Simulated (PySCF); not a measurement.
## Electron correlation in S²⁺ (sulfur, charge +2)

[Ne] 3s1 3p2 3d1, one real determinant (an excited configuration). Computed with PySCF 2.14 in aug-cc-pCVTZ-DK with one added diffuse shell each of s, p, d, f type (9s8p6d4f, 91 functions), with the spin-free X2C one-electron Hamiltonian (Gaussian nucleus). Frozen: 1s2; 12 electrons correlated.

```tsv
level	correlation energy (mhartree)
CCSD	-350.60
(T)	-12.25
CCSD(T)	-362.85
```

Diagnostics: T1 = 0.013, D1 = 0.0619, largest double amplitude 0.394.

**Question.** Is a single reference adequate?

**Answer.** Not fully. The real determinant used has ⟨L²⟩ near 8 against 12 for a pure F term, so it mixes terms. The outer electron is Rydberg-like, and this basis confines it to a smaller radius and binds it less than a complete one would. A double-excitation amplitude exceeds 0.15, a sign of near-degeneracy.

The reference is one real determinant that mixes LS terms of this configuration.
